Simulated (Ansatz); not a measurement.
Input file for Ansatz (an electronic-structure program): U-PBE0/def2-TZVPP on RuH, 2S+1 = 4, a spin state set in the input, which need not be the lowest. Elements past Kr take the def2 small-core potentials; no spin–orbit coupling.

Ansatz 0.2 input:
```yaml
crystal:
  periodic: [false, false, false]
  atoms:
    - {symbol: Ru, position_ang: [0.00000000, 0.00000000, 0.00000000]}
    - {symbol: H, position_ang: [0.00000000, 0.00000000, 1.68100000]}
basis:
  gaussian:
    orbitals: def2-TZVPP
hamiltonian:
  xc: {name: PBE0}
magnetization: {spin_polarized: true, initial_magnetization: 3}
relax: {f_tol: 0.002, max_steps: 120}
```

Q: Give the final energy of this run.

A: -95.3949 hartree.

Q: How many basis functions does it have, and what does it roughly cost on one machine?

A: 70 functions; very roughly 13 core-seconds.
